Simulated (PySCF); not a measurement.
InH₂Cl, SMILES [InH2][Cl].

The structure is a stationary point at PBE-D3(BJ)/def2-TZVP. The def2 effective core potentials stand for the cores of In; spin–orbit coupling is left out.

Vertical ionisation energy (IE) and electron affinity (EA) in eV. Rows of orbital energies are one-electron estimates. Where ΔSCF, EOM or ADC give a negative EA the extra electron is unbound and the value depends on the basis.

```csv
level,IE,EA
"−ε(HOMO), −ε(LUMO), M06-2X/def2-TZVPD (PySCF)",___,___
"−ε(HOMO), −ε(LUMO), ωB97X/def2-TZVPD (PySCF)",10.62,0.29
```

**Question.** Complete the blanks. (Estimate from the structure and the level; the computed values follow.)

**Answer.** 
- −ε(HOMO), −ε(LUMO), M06-2X/def2-TZVPD (PySCF), IE: 9.46
- −ε(HOMO), −ε(LUMO), M06-2X/def2-TZVPD (PySCF), EA: 1.57
